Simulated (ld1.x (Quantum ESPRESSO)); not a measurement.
# chromium: ultrasoft pseudisation with LDA (PZ), fully relativistic reference atom.

- Element: Cr
- Generator: ld1.x (Quantum ESPRESSO) 7.5
- Type: ultrasoft
- Functional: LDA (PZ)
- Relativity: fully relativistic
- Frozen core: [Ne]
- Valence charge: 14
- Reference configuration: 3s2 3p6 3d4 4s0 4p0 (charge +2)
- Partial waves: 3s (bound): rcut 1.20, rcutus 1.65 bohr; 4s (bound, empty): rcut 1.20, rcutus 1.65 bohr; 3p (bound): rcut 1.35, rcutus 1.60 bohr; 4p (bound, empty): rcut 1.35, rcutus 1.60 bohr; 3d (bound): rcut 1.70, rcutus 1.80 bohr; 3d channel at 0.2 Ry: rcut 1.70, rcutus 1.80 bohr
- Local potential: all-electron potential smoothed inside 0.88 bohr (lloc = -1)
- Core correction: Bessel-smoothed model core inside 1.65 bohr
- Augmentation charge: PSQ, inside the norm-conserving radii

Open shells are filled in proportion to 2j + 1 (rel_dist='average').

(1) Is the overlap operator S = 1 + Σ q|β⟩⟨β| positive definite (Bessel basis up to 400 Ry)?

Answers

(1) No: its lowest eigenvalue is -0.732, in the d3/2 channel, so the generalised eigenproblem breaks down once the basis is large enough.

Test run stopped at test 1 of 7 (negative rho).

The ghost test of this file was not conclusive. Its overlap operator is not positive definite in a basis up to 400 Ry (lowest eigenvalue s -0.05, p1/2 -0.66, p3/2 -0.63, d3/2 -0.73, d5/2 -0.71), so the file is unfit for use: the generalised eigenproblem breaks down once the basis is large enough, and its test numbers describe a broken file.
